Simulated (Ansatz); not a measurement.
`B[SiH2][SiH2]O` + CH₃OH → `B[SiH2]OC` + `O[SiH3]` at 298.15 K and 1 bar (cleavage of the Si–Si bond).

Gas-phase electronic energies from Ansatz, PBE0-D4/def2-TZVP geometries. CBS: MP2 limit from def2 TZ/QZ plus the TZ coupled-cluster correction, frozen cores. This one scheme is used for every species. One conformer a species, not always the lowest.

```
         species  CCSD(T)/CBS energy (Eh)  H − E (kJ/mol)  S (J/(mol·K))
`B[SiH2][SiH2]O`               -682.33401           202.2          363.7
           CH₃OH               -115.61712           146.3          238.2
     `B[SiH2]OC`               -431.29232           228.1          339.2
       `O[SiH3]`               -366.69042           113.6          257.8
```

H − E and S are ideal-gas, rigid-rotor, harmonic terms from PBE0-D4/def2-TZVP, for one conformer and one mirror image of each species. 1 Eh = 2625.50 kJ/mol, R = 8.31446 J/(mol·K).

By hand: ΔE, ΔH, ΔS and ΔG.

ΔE = (-431.29232) + (-366.69042) − (-682.33401) − (-115.61712) = -0.03161 Eh = -83.0 kJ/mol. Δ(H − E) = 228.1 + 113.6 − 202.2 − 146.3 = -6.8, so ΔH = -89.8 kJ/mol. ΔS = 339.2 + 257.8 − 363.7 − 238.2 = -4.9 J/(mol·K). ΔG = -89.8 − 298.15 × (-4.9)/1000 = -88.3 kJ/mol.

By hand: the equilibrium constant, and the temperature at which ΔG would vanish if ΔH and ΔS stayed fixed.

log₁₀ K = −ΔG/(RT ln 10) = 15.5. ΔG = 0 at ΔH/ΔS = 18327 K, far beyond where these terms or the molecules hold.

The number of gas molecules stays the same, so ΔS is small and ΔH decides. A doubt of 5 kJ/mol in ΔE shifts log₁₀ K by 0.9 here. Other conformers and mirror images would add mixing entropy, several J/(mol·K) or more a flexible species. Modes under 60 cm⁻¹, often nearly free rotors, make the harmonic entropy too high. These are equilibria of isolated gas molecules and say nothing of rates. Largest T1 diagnostic: 0.014 (customary marks: 0.02 for closed shells, 0.045 for open ones).
